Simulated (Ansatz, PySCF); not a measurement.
System: sum formula HSiO$_{2}$Cl$_{2}$ (charge 0, doublet). It need not be the lowest isomer of its formula. 
Structure (B3LYP-D3(BJ)/def2-TZVP (Ansatz, a first-principles code) minimum search):
```
Si
O 1 1.6204
H 2 0.9626 1 118.08
O 1 1.6462 2 114.28 3 48.92
Cl 1 2.0253 2 105.77 3 174.56
Cl 1 2.0462 2 113.73 3 -62.58
```
Charge 0, spin multiplicity 2.

Property: atomisation energy (electronic, to ground-state atoms), in kcal/mol. Correlated levels leave the core frozen unless marked. Open shells are spin-unrestricted. Spin-orbit coupling is left out. Non-relativistic unless marked X2C. The coupled-cluster limit lacks core correlation, which all-electron functionals hold. CBS marks a two-point X^-3 extrapolation of the correlation energy; Hartree-Fock from the larger set. [CCSD(T)-MP2]/basis is that difference in the basis named.

| level | program | atomisation energy (kcal/mol) |
|---|---|---|
| HF/6-31G | Ansatz | 222.0 |
| HF/cc-pV(D+d)Z | Ansatz | 336.8 |
| PBE0/6-31G* | Ansatz | 488.2 |
| TPSSh/def2-TZVPD | PySCF | 502.2 |

### Question
What does RI-MP2/CBS(cc-pV(T+d)Z,cc-pV(Q+d)Z)+[CCSD(T)-MP2]/cc-pV(T+d)Z (Ansatz) give?

### Answer
516.5 kcal/mol
